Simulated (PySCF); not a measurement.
A species of formula C5H5OP has this rotational fingerprint, computed with CAM-B3LYP/def2-SVPD in PySCF (dipole) on a GFN2-xTB geometry, gas phase:

| Item | Value |
| --- | --- |
| Rotational constants | A = 6380, B = 1489, C = 1240 MHz |
| Dipole components | \|μa\| = 0.54 D, \|μb\| = 0.31 D, \|μc\| = 0.33 D |
| Inertial defect | -10.91 u·Å² |
| κ | -0.90 |

**Question.** Which candidate fits, each taken in the one conformer that was computed?
A. `[CH2:1]=[P:2][c:3]1[cH:4][cH:5][cH:6][o:7]1` with C1–P2–C3–C4 180°
B. `[CH2:1]=[P:2][c:3]1[cH:4][cH:5][o:6][cH:7]1` with C1–P2–C3–C4 -150°
C. `[CH2:1]=[CH:2][c:3]1[cH:4][p:5][cH:6][o:7]1` with C1–C2–C3–C4 180°

**Answer.** B. It is C=Pc1ccoc1, a near-prolate asymmetric top, point group C1. The candidates at the same level (rigid rotor, commonest isotopes):

```json
{"SMILES": "C=Pc1ccoc1", "A (MHz)": "6380", "B (MHz)": "1489", "C (MHz)": "1240", "μa (D)": "0.54", "μb (D)": "0.31", "μc (D)": "0.33", "Δ (u·Å²)": "-10.91", "point group": "C1", "rotor": "near-prolate asymmetric top"}
{"SMILES": "C=Pc1ccco1", "A (MHz)": "6320", "B (MHz)": "1611", "C (MHz)": "1284", "μa (D)": "1.54", "μb (D)": "0.32", "μc (D)": "0.00", "Δ (u·Å²)": "0.00", "point group": "Cs", "rotor": "asymmetric top"}
{"SMILES": "C=Cc1cpco1", "A (MHz)": "7049", "B (MHz)": "1521", "C (MHz)": "1251", "μa (D)": "1.18", "μb (D)": "0.20", "μc (D)": "0.00", "Δ (u·Å²)": "0.00", "point group": "Cs", "rotor": "near-prolate asymmetric top"}
```

`C=Cc1cpco1` has A 10 % too high; `C=Pc1ccco1` has B 8 % too high. No structure here is proved a minimum.
